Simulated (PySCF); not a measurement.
```xyz
4
charge 0 multiplicity 3, angstrom
Pt   -0.0295   -0.0585    0.0000
O    -0.9311   -1.5368    0.0000
Cl    2.1676   -0.5593    0.0000
Cl   -1.5836    1.5759    0.0000
```

Level of theory: UPBE0 in PySCF with Pt def2-SVP with ECP60, O def2-SVP, Cl def2-SVP; scalar-relativistic core potentials, no spin–orbit coupling; density-fitted integrals.

This geometry of PtOCl2 is a stationary point at this level.

(1) What is the point group?

(2) Is it a minimum?

(3) List the harmonic modes with their infrared intensities.

(4) Give the atomic charges and bond orders.

(5) What is the atomisation energy, with and without zero-point energy?

## Answers

(1) Cs.

(2) Yes: all harmonic wavenumbers are real.

(3) 
```
symmetry  ω (cm⁻¹)  IR (km/mol)
      a'        78          3.4
      a'       107          1.2
     a''       133          2.6
      a'       373          3.0
      a'       385         69.4
      a'       879          6.7
```

(4) 
```
atom  Mulliken  Löwdin  polar tensor  spin (Mulliken)  Mayer order to Pt1
 Pt1      0.58   -0.23          1.01             0.73                   –
  O2     -0.15    0.04         -0.21             1.03                1.69
 Cl3     -0.22    0.09         -0.41             0.12                0.98
 Cl4     -0.21    0.09         -0.39             0.12                0.98
```

(5) 877 kJ/mol without, 865 kJ/mol with.

Only a few start shapes were tried, so a lower isomer may exist. Other spin states or occupations of the open shell can lie lower. At this level a triplet minimum of Cs symmetry lies 2 kJ/mol below this structure. With an element this heavy the missing spin–orbit coupling can shift these numbers.
